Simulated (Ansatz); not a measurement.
A geometry relaxed with B3LYP-D3(BJ)/def2-SVP run with Ansatz (an electronic-structure program), charge 0, multiplicity 1:

```xyz
21

H      3.4862    -0.8136     1.1549
Si    -1.8143    -2.0982     0.6420
H     -2.7135    -1.6722     1.7557
C      0.8077    -1.0142     0.3326
C     -0.5607    -0.7583     0.2327
H     -2.6792    -2.4062    -0.5360
S     -0.6954     3.0306    -0.9608
C      0.0236     1.5103    -0.4732
H      3.5420    -1.1620    -0.5821
H     -3.1639     2.9946    -0.9856
C      1.3915     1.2278    -0.3644
C     -0.9675     0.5377    -0.1819
H     -1.0820    -3.3317     1.0479
H      2.1351     1.9951    -0.5928
C      3.2563    -0.3972     0.1603
C     -2.2989     2.3670    -0.7752
H      3.9002     0.4804     0.0025
H      1.1435    -2.0057     0.6513
C     -2.2966     1.0662    -0.3675
C      1.7955    -0.0431     0.0406
H     -3.2097     0.4929    -0.2009
```

Question: Write the SMILES of this molecule.

Answer: `Cc1cc([SiH3])c2ccsc2c1`
